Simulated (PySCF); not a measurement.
Constitutional and geometric isomers with formula C2H2F2. Gas-phase values, no solvent. Strings in code marks are SMILES.

Quantity: electronic energy of isomers of C2H2F2 relative to `C=C(F)F`, in kJ/mol.

Level 1: B3LYP/3-21G // PBE-D3(BJ)/def2-TZVP (PySCF)
Level 2: PBE/6-31G* // PBE-D3(BJ)/def2-TZVP (PySCF)
Level 3: SVWN5/6-31G* // PBE-D3(BJ)/def2-TZVP (PySCF)
Level 4: HF/3-21G // PBE-D3(BJ)/def2-TZVP (PySCF)

| species | level 1 | level 2 | level 3 | level 4 |
|---|---|---|---|---|
| `F/C=C\F` | 53.8 | 50.2 | 56.8 | 56.2 |
| `F/C=C/F` | 51.3 | 51.1 | 58.0 | 50.4 |
